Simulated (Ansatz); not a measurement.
Problem. Predict a relaxed structure of `c1ccc(-c2ccc(-c3ccc(-c4cccnc4)nc3)nc2)nc1`, charge 0, singlet, at PBE-D4/def2-SVP (Ansatz).

Solution. 
```xyz
38

C    -0.081    6.148   -4.578
C    -1.222    5.841   -3.823
C    -1.204    4.719   -2.988
C    -0.037    3.923   -2.928
C     0.063    2.717   -2.069
C     1.252    1.957   -2.047
C     1.340    0.826   -1.237
C     0.229    0.451   -0.445
C     0.243   -0.736    0.441
C     1.350   -1.600    0.576
C     1.275   -2.697    1.434
C     0.086   -2.931    2.161
C    -0.074   -4.075    3.094
C    -1.290   -4.251    3.789
C    -1.429   -5.331    4.664
C    -0.345   -6.211    4.822
N     0.821   -6.067    4.173
C     0.943   -5.028    3.337
N    -0.979   -2.106    2.035
C    -0.900   -1.060    1.214
N    -0.912    1.177   -0.462
C    -0.986    2.257   -1.239
N     1.060    4.225   -3.660
C     1.032    5.299   -4.454
H    -0.050    7.021   -5.246
H    -2.123    6.472   -3.883
H    -2.091    4.467   -2.391
H     2.089    2.287   -2.680
H     2.269    0.239   -1.224
H     2.278   -1.423    0.014
H     2.141   -3.366    1.536
H    -2.096   -3.522    3.615
H    -2.365   -5.494    5.220
H    -0.422   -7.076    5.506
H     1.918   -4.947    2.824
H    -1.784   -0.407    1.133
H    -1.948    2.798   -1.202
H     1.951    5.503   -5.032
```
Point group Cs (tolerance 0.1 Å). This is one stationary point.

Single mean-field runs in def2-SVP are fitted with def2-universal-jkfit.
